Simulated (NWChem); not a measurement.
C$_{4}$H$_{6}$O; SMILES C1=CCOC1

```xyz
11

C      0.0000    -0.6656     1.0457
C      0.0000     0.6656     1.0457
C      0.0000     1.1719    -0.3717
O      0.0000     0.0000    -1.1890
C      0.0000    -1.1719    -0.3717
H      0.0000    -1.3178     1.9126
H      0.0000     1.3178     1.9126
H      0.8867     1.7857    -0.6002
H     -0.8867     1.7857    -0.6002
H      0.8867    -1.7857    -0.6002
H     -0.8867    -1.7857    -0.6002
```
Atoms are numbered in this order, from 1.

Results from NWChem. Medium grid unless said otherwise, to which SCAN and Minnesota functionals are sensitive. Geometry: optimised at B3LYP/6-31G* (spherical d).

For level LDA (Slater exchange, VWN5)/def2-TZVP:

```
Quantity                     Result
---------------------------  ------
highest occupied level (eV)   -5.46
orbital gap (eV)               4.45
dipole (D)                     1.57
```

Question: Estimate the same quantities for level M06-2X/def2-TZVP.

Answer: The highest occupied level (eV) comes out as -8.11. The orbital gap (eV) is 9.29. The dipole (D) comes out as 1.67.
